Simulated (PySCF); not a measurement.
# Hg⁺: ionisation energy

Hg⁺ [Xe] 4f14 5d10 6s1 (2S) → Hg²⁺ [Xe] 4f14 5d10 (1S), as a difference of total energies. Calculation: PySCF 2.14, in def2-TZVP with the def2 core potential (60 electrons) (6s5p3d1f, 43 functions); a scalar-relativistic core potential. Correlated levels: valence: 5s2 5p6 frozen. The calculations carry no spin-orbit coupling.

```json
{"method": "UHF", "ionisation energy (eV)": "17.144"}
{"method": "MP2 (valence)", "ionisation energy (eV)": "18.500"}
{"method": "SCS-MP2 (valence)", "ionisation energy (eV)": "18.320"}
{"method": "CCSD (valence)", "ionisation energy (eV)": "18.325"}
{"method": "CCSD(T) (valence)", "ionisation energy (eV)": "18.353"}
```

Problem. Estimate what M06-L gives.

Solution. 18.331 eV, closest to CCSD (valence) among the rows shown.

Problem. Estimate what PBE gives.

Solution. 19.142 eV, closest to MP2 (valence) among the rows shown.

Errors of the correlated levels include the incompleteness of this basis and the frozen core.

For comparison: 18.757 eV (measured; NIST Atomic Spectra Database, ionization energies).
